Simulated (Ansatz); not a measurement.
`CB(F)[SeH]` → `B[Se]CF`  (isomerisation)

Gas-phase electronic energies from Ansatz, PBE0-D4/def2-TZVP geometries. CCSD(T)/CBS is the MP2 limit (def2-TZVPP, def2-QZVPP) plus CCSD(T) − MP2 in def2-TZVPP, frozen cores. DFT in def2-TZVPP. For Se outer-core shells are correlated without core-valence functions, which leaves a few kJ/mol of doubt a bond. Scalar relativity is left out up to krypton. Each species was taken in one conformer, which may not be the lowest.

`CB(F)[SeH]`:

```xyz
8

C    -0.617    0.202   -0.670
B     0.529   -0.571    0.048
F     1.063   -1.637   -0.542
Se    1.301   -0.139    1.785
H    -1.457   -0.478   -0.844
H    -0.984    1.073   -0.128
H    -0.274    0.524   -1.659
H     0.439    1.026    2.010
```

`B[Se]CF`:

```xyz
8

B    -1.444   -0.771   -0.308
Se    0.001   -0.023   -1.274
C     1.102    0.646    0.198
F     2.110   -0.228    0.491
H    -2.308   -1.284   -0.946
H    -1.462   -0.703    0.882
H     1.539    1.595   -0.114
H     0.461    0.768    1.071
```

```json
{"level": "revPBE-D4", "ΔE (kcal/mol)": "61.8", "difference from CCSD(T)/CBS": "-3.2"}
{"level": "B97M-V", "ΔE (kcal/mol)": "67.7", "difference from CCSD(T)/CBS": "2.7"}
{"level": "BHLYP-D4", "ΔE (kcal/mol)": "65.8", "difference from CCSD(T)/CBS": "0.8"}
{"level": "B2PLYP", "ΔE (kcal/mol)": "64.8", "difference from CCSD(T)/CBS": "-0.2"}
{"level": "PBE-QIDH", "ΔE (kcal/mol)": "66.3", "difference from CCSD(T)/CBS": "1.3"}
{"level": "revPBE", "ΔE (kcal/mol)": "61.8", "difference from CCSD(T)/CBS": "-3.2"}
{"level": "BLYP", "ΔE (kcal/mol)": "62.1", "difference from CCSD(T)/CBS": "-2.9"}
{"level": "r2SCAN", "ΔE (kcal/mol)": "65.7", "difference from CCSD(T)/CBS": "0.7"}
{"level": "PBE0", "ΔE (kcal/mol)": "64.7", "difference from CCSD(T)/CBS": "-0.3"}
{"level": "r2SCANh", "ΔE (kcal/mol)": "66.2", "difference from CCSD(T)/CBS": "1.2"}
{"level": "BHLYP", "ΔE (kcal/mol)": "65.9", "difference from CCSD(T)/CBS": "0.9"}
{"level": "LC-ωPBE", "ΔE (kcal/mol)": "66.3", "difference from CCSD(T)/CBS": "1.3"}
{"level": "CCSD/def2-SVP", "ΔE (kcal/mol)": "69.9", "difference from CCSD(T)/CBS": "4.9"}
{"level": "CCSD(T)/def2-SVP", "ΔE (kcal/mol)": "69.5", "difference from CCSD(T)/CBS": "4.5"}
{"level": "SCS-MP2/def2-QZVPP", "ΔE (kcal/mol)": "64.9", "difference from CCSD(T)/CBS": "-0.1"}
{"level": "CCSD/CBS(def2)", "ΔE (kcal/mol)": "65.6", "difference from CCSD(T)/CBS": "0.6"}
{"level": "CCSD(T)/CBS", "ΔE (kcal/mol)": "65.0", "difference from CCSD(T)/CBS": "0"}
```

Largest T1 diagnostic among the species: 0.013.

From BLYP to BHLYP (50 % exact exchange), in def2-TZVPP and without D4, ΔE moves by +3.8 kcal/mol. At CCSD(T), def2-SVP lies +4.5 kcal/mol from the extrapolated value and def2-TZVPP −0.2 kcal/mol.
